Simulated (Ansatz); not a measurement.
C$_{3}$H$_{9}$AlS, relaxed with RKS PBE0-D4/def2-TZVP in Ansatz from a PBE-D4/def2-SVP geometry. The force threshold is 0.005 eV/Å; the program also tests the step.

Charge 0, multiplicity 1. The bonds changed during the relaxation, so this is another structure than the one it started from.

Start:

```xyz
14

C    -2.018    0.912    0.243
C    -0.592    0.614    0.689
S    -0.139   -1.128    0.297
C     1.730   -1.044    0.441
Al    1.512   -0.768   -1.510
H    -2.121    0.820   -0.857
H    -2.293    1.947    0.527
H    -2.748    0.225    0.718
H    -0.469    0.734    1.785
H     0.139    1.278    0.182
H     2.001   -0.251    1.163
H     2.065   -2.028    0.822
H     1.644   -2.042   -2.465
H     1.290    0.731   -2.034
```

```tsv
step	energy (eV)	largest force (eV/Å)	largest move (Å)
1	-20681.0624	0.563	0.000
2	-20681.1168	0.326	0.034
3	-20681.1252	0.086	0.022
4	-20681.1258	0.033	0.011
5	-20681.1260	0.009	0.007
6	-20681.1260	0.004	0.004
```

End:

```xyz
14

C    -1.989    0.899    0.232
C    -0.575    0.604    0.683
S    -0.130   -1.111    0.297
C     1.708   -1.031    0.445
Al    1.467   -0.758   -1.484
H    -2.082    0.802   -0.851
H    -2.261    1.920    0.507
H    -2.708    0.222    0.699
H    -0.464    0.726    1.763
H     0.144    1.258    0.184
H     1.976   -0.250    1.154
H     2.045   -2.000    0.811
H     1.610   -2.012   -2.443
H     1.259    0.731   -1.999
```

It took 50 s on 4 threads of a server CPU on a shared host, with 0.66 GiB of host memory at the peak.
